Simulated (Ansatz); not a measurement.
## RuO: shapes and states compared

Computed with Ansatz's Gaussian-basis code (development build). Basis cc-pwCVTZ-PP on Ru, cc-pVTZ on O, scalar-relativistic core potentials (28 electrons on Ru), no spin–orbit coupling, 1 orbital frozen in the corrections; active space CAS(14,10). Restricted Hartree–Fock, then the lowest state-specific CASSCF solution met for each case. Coupled cluster stands on the determinant that it favours, not always the lowest RHF. On stretched bonds single-reference methods can fail or change state. Solutions in different active orbitals can move differences by tenths of an eV and at times more than 1 eV.

Case A, quintet: bond length 1.9734 Å.

Case B, triplet: bond length 1.7160 Å.

Case C, quintet: bond length 1.7160 Å.

Energy less that of case A, in eV:

```
case  RHF/ROHF  CASSCF  CCSD(T)
   B    +2.133  -0.128   -0.155
   C    +0.148  -0.742   -0.894
```

**Question.** What does SC-NEVPT2 give for these differences?

**Answer.** B: -0.063 eV (-1.5 kcal/mol); C: -0.750 eV (-17.3 kcal/mol).

**Question.** Which case is lowest, and do the methods agree?

**Answer.** C is lowest in SC-NEVPT2. RHF/ROHF puts A lowest.
